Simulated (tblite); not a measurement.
A tight-binding relaxation on `O=C(C)CP(C=C)CC#C`.

Computed with GFN2-xTB geometry optimisation, gas phase (tblite 0.8.0). Start geometry: from a force field or distance geometry. The input is one job of a driver script: a line of settings, then coordinates in Å.

Command:
```bash
OMP_NUM_THREADS=1 python probes_run.py task.json out
```

Input:
```
{"job": {"kind": "relax", "xc": "GFN2-xTB", "basis": "xTB"}, "charge": 0, "multiplicity": 1}
C      3.494900    -1.475800    -1.469400
C      2.467700    -0.831000    -1.380300
C      1.246100    -0.052700    -1.261000
P      0.348900    -0.524100     0.278300
C      1.424400     0.250600     1.581900
C      1.079000     0.156600     2.861400
C     -1.024500     0.720200     0.220200
C     -2.024400     0.573100    -0.897100
C     -3.190300    -0.360100    -0.664800
O     -1.879800     1.143900    -1.974700
H      4.379800    -2.044600    -1.553400
H      1.458700     1.019200    -1.266600
H      0.591900    -0.255500    -2.118000
H      2.348900     0.767100     1.302000
H      1.710800     0.606000     3.633300
H      0.189900    -0.363400     3.210000
H     -1.575300     0.694100     1.174300
H     -0.605100     1.721600     0.148700
H     -2.835500    -1.376100    -0.524100
H     -3.861200    -0.327300    -1.522900
H     -3.753700    -0.025000     0.221600
```

Q: What does the run print?

A: 
```
step      E/eV     max force
  0    -794.30600    1.813
  1    -794.29663    4.683
  2    -794.39716    1.284
  3    -794.40416    1.626
  4    -794.42698    0.301
  5    -794.43510    0.269
  6    -794.44579    0.472
  7    -794.45448    0.353
  8    -794.46074    0.195
  9    -794.46642    0.184
... (64 lines left out)
 74    -794.52659    0.014
 75    -794.52663    0.016
 76    -794.52668    0.024
 77    -794.52673    0.025
 78    -794.52677    0.017
 79    -794.52681    0.013
 80    -794.52683    0.012
 81    -794.52686    0.015
 82    -794.52688    0.015
 83    -794.52690    0.008
```

«max force» is the largest atomic force in eV/Å.

Q: From which step on does the largest force stay under 0.1 eV/Å, and how much energy is left to gain from there?

A: From step 37 (0.064 eV/Å), 10.7 meV above the end.

Summary of the converged run: energy lowered by 5.1 kcal/mol over 83 steps; largest atomic force 0.008 eV/Å at the end.

Q: Give the final coordinates.

A: 0.191 Å rms from the input after alignment:
```
atom  x, y, z in Å
C1     3.3958   -1.4128   -1.3696
C2     2.3682   -0.7986   -1.3461
C3     1.1343   -0.0560   -1.2667
P4     0.1863   -0.5667    0.2608
C5     1.3368    0.1316    1.4949
C6     1.0820    0.1102    2.7935
C7    -1.0445    0.8644    0.2618
C8    -1.9844    0.6624   -0.8900
C9    -3.0310   -0.3940   -0.6582
O10   -1.8770    1.2739   -1.9250
H11    4.2944   -1.9511   -1.4213
H12    1.3382    1.0199   -1.2296
H13    0.5133   -0.2667   -2.1429
H14    2.2773    0.5146    1.1162
H15    1.7711    0.5072    3.5216
H16    0.1653   -0.3026    3.1841
H17   -1.5691    0.8201    1.2168
H18   -0.5067    1.8108    0.1684
H19   -2.5568   -1.2939   -0.2689
H20   -3.5568   -0.6172   -1.5825
H21   -3.7454   -0.0386    0.0820
```

The run took 1.1 s of wall time on Intel Xeon 6975P-C, one thread, no GPU, shared host with 32 logical CPUs at a one-minute load of 23.
Labels such as C1 count atoms from 1, the log's own numbers from 0.
